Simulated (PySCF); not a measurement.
**Electronic structure of Ag²⁺ (silver, charge +2) at the UHF level**

Configuration: [Kr] 4d8 5s1, high-spin 4F determinant (an excited configuration). All numbers are calculated (PySCF 2.14, a scalar-relativistic core potential, in aug-cc-pwCVTZ-PP with ECP28MDF).

- Total energy: -144.833684 hartree
- One-electron energy: -243.0224 hartree
- Hartree (Coulomb) energy: 110.7451 hartree
- Exchange energy: -12.5564 hartree
- ⟨S²⟩: 3.7537
- ⟨L²⟩: 12.053
- Sum of ⟨r⟩: 20.60 bohr
- Sum of ⟨r²⟩: 30.81 bohr²

```csv
shell,electrons,mean orbital energy (hartree),spread (hartree),"rms radius, mean of both spins (bohr)"
4s α,1,-5.47565,0,0.974
4s β,1,-5.29745,0,0.974
4p α,3,-3.90854,0,1.07
4p β,3,-3.70209,0,1.07
4d α,5,-1.54202,0.05180,1.37
4d β,3,-1.46050,0,1.37
5s α,1,-0.94839,0,2.67
```

Energies and moments cover only the electrons outside the core potential.
